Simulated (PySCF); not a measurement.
PySCF 2.14 output of a UHF calculation on a single atom or ion in x2c-TZVPall, with the spin-free X2C one-electron Hamiltonian (Gaussian nucleus):

```
SCF conv_tol = 1e-09
number electrons alpha = 10  beta = 9
cycle= 1 E= -762.628205138325  delta_E= -0.00198  |g|= 0.0136  |ddm|= 0.031
cycle= 2 E= -762.628284243967  delta_E= -7.91e-05  |g|= 0.00334  |ddm|= 0.00595
cycle= 3 E= -762.628289507216  delta_E= -5.26e-06  |g|= 0.000387  |ddm|= 0.00187
cycle= 4 E= -762.628289592427  delta_E= -8.52e-08  |g|= 4.26e-05  |ddm|= 0.000312
cycle= 5 E= -762.628289593979  delta_E= -1.55e-09  |g|= 8.73e-06  |ddm|= 5.45e-05
cycle= 6 E= -762.628289594062  delta_E= -8.28e-11  |g|= 2.12e-06  |ddm|= 1.21e-05
converged SCF energy = -762.628289594062  <S^2> = 0.7511264  2S+1 = 2.0011261
```

The run itself started from symmetry-adapted Hartree-Fock orbitals and held the occupation by maximum overlap, so the iterations belong to that start.

**Question.** Which element, charge and spin multiplicity is this?

**Answer.** Sc²⁺ (scandium, charge +2), multiplicity 2; the state was [Ar] 3d1, 2D determinant.
